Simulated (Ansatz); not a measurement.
`C[Si](O)(O)Cl` and `C[Si](O)(Cl)C#N` differ in one atom or group.

Ansatz, PBE0-D4/def2-TZVP geometries, multiplicity 1. Each molecule was computed in one conformer, which needn't be the lowest.

```tsv
property	`C[Si](O)(O)Cl`
LUMO energy (PBE0/def2-TZVPP) / eV	0.65
size of the dipole moment (ωB97M-V/def2-TZVPP) / D	0.96
HOMO energy (PBE/def2-TZVPP) / eV	-7.45
LUMO energy (B3LYP/def2-TZVPP) / eV	0.27
HOMO–LUMO gap (ωB97M-V/def2-TZVPP) / eV	13.35
size of the dipole moment (PBE/def2-TZVPP) / D	0.93
```

Q: What does the change do to each property? (An estimate is asked.)

A: Computed: 
```tsv
property	`C[Si](O)(Cl)C#N`	shift
LUMO energy (PBE0/def2-TZVPP) / eV	-0.74	-1.39
size of the dipole moment (ωB97M-V/def2-TZVPP) / D	2.99	2.03
HOMO energy (PBE/def2-TZVPP) / eV	-8.05	-0.60
LUMO energy (B3LYP/def2-TZVPP) / eV	-0.97	-1.24
HOMO–LUMO gap (ωB97M-V/def2-TZVPP) / eV	13.06	-0.29
size of the dipole moment (PBE/def2-TZVPP) / D	3.01	2.08
```

With PBE0 the HOMO falls by 0.55 eV and the LUMO falls by 1.39 eV, so the gap narrows by about 0.84 eV. PBE moves the HOMO by -0.60 eV and ωB97M-V by -0.55 eV. Dipoles are sizes alone; their direction can turn.

Positive LUMOs are unbound, so they and the gaps depend on the basis.

B3LYP here is the variant with VWN-RPA as its local correlation; programs differ in this.
